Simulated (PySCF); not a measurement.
BH₂O₃, SMILES [O]B(O)O, multiplicity 2. Atoms are numbered in the order given.

```xyz
6

O      0.0000     0.0000     1.4352
B      0.0000     0.0000     0.0553
O      0.0000    -1.2268    -0.5464
O      0.0000     1.2268    -0.5464
H      0.0000    -1.2136    -1.5076
H      0.0000     1.2136    -1.5076
```
Charge 0, spin multiplicity 2.

Geometry optimised at ωB97X-D3(BJ)/def2-SVP. The isomer is the one that the SMILES or the coordinates give; other isomers of the formula were not compared. Other conformers were not sampled.

The numbers are results of PBE0/pcH-1 run with PySCF, not measurements.

Unrestricted Kohn–Sham, ⟨S²⟩ = 0.753. Hyperfine tensors hold the contact and dipolar terms, without spin-orbit corrections.

Task: Estimate the hyperfine couplings. (The exact figures need the calculation; the answer reports its results.)

Result: 
```csv
nucleus,A(iso) (MHz),A(iso) (G),dipolar principal values (MHz)
17O no. 1,-43.6,-15.5,"-283.9, 139.0, 144.9"
11B no. 2,-31.0,-11.1,"-8.9, -3.4, 12.3"
17O no. 3,-31.6,-11.3,"-6.1, 2.5, 3.6"
17O no. 4,-31.6,-11.3,"-6.1, 2.5, 3.6"
1H no. 5,17.9,6.4,"-3.2, -2.3, 5.5"
1H no. 6,17.9,6.4,"-3.2, -2.3, 5.5"
```

Task: And the g tensor (effective nuclear charges for spin-orbit coupling, GIAO)? (An estimate is asked for; the answer gives what the named calculation found.)

Result: principal values 2.0022, 2.0108, 2.0314; isotropic 2.0148.
